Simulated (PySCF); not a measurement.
## Multinuclear NMR of C₇H₁₁NSi₂

Molfile (atoms numbered from 1):
```
C7H11NSi2
     RDKit          3D

 21 21  0  0  0  0  0  0  0  0999 V2000
   -3.8726   -0.3083   -1.4621 N   0  0  0  0  0  0  0  0  0  0  0  0
   -3.2684   -0.2827   -0.4897 C   0  0  0  0  0  0  0  0  0  0  0  0
   -2.5012   -0.2292    0.7172 C   0  0  2  0  0  0  0  0  0  0  0  0
   -2.1538    1.1812    1.2386 C   0  0  0  0  0  0  0  0  0  0  0  0
   -0.7083    0.7250    1.4647 C   0  0  0  0  0  0  0  0  0  0  0  0
   -0.9835   -0.5285    0.6132 C   0  0  2  0  0  0  0  0  0  0  0  0
   -0.2525   -0.4557   -1.1502 Si  0  0  0  0  0  4  0  0  0  0  0  0
    1.5795   -0.4361   -0.8908 C   0  0  0  0  0  0  0  0  0  0  0  0
    2.7765   -0.4119   -0.7067 C   0  0  0  0  0  0  0  0  0  0  0  0
    4.6052   -0.3634   -0.4278 Si  0  0  0  0  0  4  0  0  0  0  0  0
   -2.9984   -0.8422    1.4751 H   0  0  0  0  0  0  0  0  0  0  0  0
   -2.7087    1.5083    2.1163 H   0  0  0  0  0  0  0  0  0  0  0  0
   -2.2413    1.9370    0.4593 H   0  0  0  0  0  0  0  0  0  0  0  0
   -0.5008    0.4917    2.5086 H   0  0  0  0  0  0  0  0  0  0  0  0
    0.0675    1.3956    1.0991 H   0  0  0  0  0  0  0  0  0  0  0  0
   -0.7031   -1.4644    1.1012 H   0  0  0  0  0  0  0  0  0  0  0  0
   -0.6506    0.7917   -1.8091 H   0  0  0  0  0  0  0  0  0  0  0  0
   -0.6613   -1.6438   -1.9016 H   0  0  0  0  0  0  0  0  0  0  0  0
    4.8864    0.6956    0.5456 H   0  0  0  0  0  0  0  0  0  0  0  0
    5.2524   -0.0762   -1.7099 H   0  0  0  0  0  0  0  0  0  0  0  0
    5.0279   -1.6668    0.0908 H   0  0  0  0  0  0  0  0  0  0  0  0
  1  2  3  0
  2  3  1  0
  3  4  1  0
  4  5  1  0
  5  6  1  0
  6  7  1  0
  7  8  1  0
  8  9  3  0
  9 10  1  0
  6  3  1  0
  3 11  1  1
  4 12  1  0
  4 13  1  0
  5 14  1  0
  5 15  1  0
  6 16  1  1
  7 17  1  0
  7 18  1  0
 10 19  1  0
 10 20  1  0
 10 21  1  0
M  END
```

PySCF 2.14 calculation with GFN2-xTB geometry and shielding tensors at PBE0/pcSseg-1 (GIAO); one computed conformer, one averaged value for each set of equivalent atoms, no solvent model, non-relativistic Hamiltonian.

Problem. What are the 29Si shifts?

Solution. 
| atoms | environment | σ (ppm) | δ (ppm) |
| --- | --- | --- | --- |
| Si7 | silicon bonded to 2 C, 2 H | 415.0 | -61.1 |
| Si10 | silicon bonded to C, 3 H | 448.6 | -88.8 |

Shieldings were converted by a linear fit to measured shifts: 29Si (scatter 8.9 ppm rms, 25.8 ppm with the 6 outliers that the fit left out vs TMS, solution or neat liquid). Occasional misses reach two or three times the rms, and more in compound classes unlike the fitted ones.

On a 300 MHz spectrometer 29Si resonates near 59.6 MHz, so 1 ppm is 59.6 Hz.

Problem. What are the 15N shifts?

Solution. 
```csv
atoms,environment,σ (ppm),δ (ppm)
N1,nitrile nitrogen,-35.5,-115.3
```

Shieldings were converted by a linear fit to measured shifts: 15N (scatter 6.3 ppm rms vs CH3NO2, solution or neat liquid). A few per cent of atoms miss by over 2 rms, more outside the fitted compound classes.

On a 300 MHz spectrometer 15N resonates near 30.4 MHz, so 1 ppm is 30.4 Hz.
